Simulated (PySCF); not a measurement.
UHF on Mo- (molybdenum, charge -1), [Kr] 4d5 5s2, high-spin 6S determinant. All numbers are calculated (PySCF 2.14, the spin-free X2C one-electron Hamiltonian (Gaussian nucleus), in x2c-TZVPPall with one added diffuse shell each of s, p, d, f type (9s7p7d3f1g, 95 functions)).

```
cycle= 1 E= -4046.18048731909  delta_E= -1.38e-08  |g|= 5.39e-05  |ddm|= 0.00169
cycle= 2 E= -4046.18048732467  delta_E= -5.58e-09  |g|= 3.58e-05  |ddm|= 0.00106
cycle= 3 E= -4046.18048732646  delta_E= -1.79e-09  |g|= 1.4e-05  |ddm|= 0.000444
cycle= 4 E= -4046.18048732943  delta_E= -2.97e-09  |g|= 5.07e-06  |ddm|= 0.0014
cycle= 5 E= -4046.18048732966  delta_E= -2.29e-10  |g|= 2.22e-06  |ddm|= 0.00033
converged SCF energy = -4046.18048732966  <S^2> = 9.1840125  2S+1 = 6.1429675
```

Highest occupied orbital energy: 0.318 eV; ⟨L²⟩ = 0.00; populations by l: s 10.00, p 18.00, d 15.00, f 0.00.

**Question.** Can this result be used?

**Answer.** With care. The run converged. ⟨S²⟩ = 9.18 against 8.75 shows spin contamination. At UHF the highest occupied level has a positive energy, so only the finite basis holds that electron.
